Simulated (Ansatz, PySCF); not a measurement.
System: C3H8O (charge 0, singlet). 
Structure (B3LYP-D3(BJ)/def2-TZVP (Ansatz, a program for electronic structure) minimum search):
SMILES: CCCO
```xyz
12

C     -1.8645    -0.1931    -0.3023
C     -0.5633    -0.0415     0.4803
C      0.6470     0.0514    -0.4275
O      1.8098     0.1901     0.3857
H     -1.8566    -1.0970    -0.9161
H     -2.0299     0.6578    -0.9677
H     -2.7210    -0.2579     0.3699
H     -0.5982     0.8550     1.1046
H     -0.4258    -0.8898     1.1558
H      0.5406     0.9120    -1.1014
H      0.7147    -0.8511    -1.0496
H      2.5829     0.2497    -0.1841
```
Charge 0, spin multiplicity 1.

Dipole moments at this geometry, in debye (magnitudes).

```
level                 program  dipole (D)
--------------------  -------  ----------
PBE/def2-TZVPD         Ansatz        1.40
BLYP/def2-TZVPD         PySCF        1.43
revPBE/def2-TZVPD      Ansatz        1.39
B3LYP/def2-TZVPD       Ansatz        1.48
PBE0/def2-TZVPD        Ansatz        1.47
r2SCANh/def2-TZVPD     Ansatz        1.46
r2SCAN0/def2-TZVPD     Ansatz        1.49
M06-2X/def2-TZVPD       PySCF        1.52
CAM-B3LYP/def2-TZVPD   Ansatz           …
LC-wPBE/def2-TZVPD     Ansatz        1.56
wB97M-V/def2-TZVPD     Ansatz        1.49
wB97X-V/def2-TZVPD     Ansatz        1.52
CCSD(T)/aug-cc-pVDZ    Ansatz           …
```

What belongs in the gaps?


- CAM-B3LYP/def2-TZVPD, dipole (D): 1.54
- CCSD(T)/aug-cc-pVDZ, dipole (D): 1.49

Measured: 1.55 D (NIST CCCBDB, as tabulated in the package chemicals), a vibrational average, which may belong to another conformer or a mix. This is an older compilation, not checked against later work.
